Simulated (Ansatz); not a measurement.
Isolated molecules relaxed with PBE0-D4/def2-TZVP in Ansatz; ΔE leaves out vibrations. CCSD(T)/CBS adds triple-zeta CCSD(T) − MP2 to the extrapolated MP2 energy (def2 sets, frozen cores). This one scheme is used for every species. Functionals use def2-TZVPP. B3LYP here is the variant with VWN-RPA as its local correlation; programs differ in this. One conformer a species, not always the lowest.

`N[SiH2][NH][AlH][F]` + CH₃SH → `C[S][AlH][F]` + `N[SiH2]N`  (ligand exchange at the Al–N bond)

(1) Is it downhill or uphill in electronic energy at CCSD(T)/CBS, and by how much? (Best estimate.)

(2) What do these levels give: PBE-D4, B3LYP-D4, r2SCAN, CCSD/def2-TZVPP, HF/def2-QZVPP, MP2/CBS(def2)? (An estimate is asked.)

Largest T1 diagnostic among the species: 0.012.

Answers

(1) Computed: Downhill: ΔE = -4.2 kJ/mol.

(2) Ansatz gave: PBE-D4 -11.2, B3LYP-D4 -2.8, r2SCAN -7.0, CCSD/def2-TZVPP 1.4, HF/def2-QZVPP 1.5, MP2/CBS(def2) -6.0 kJ/mol.
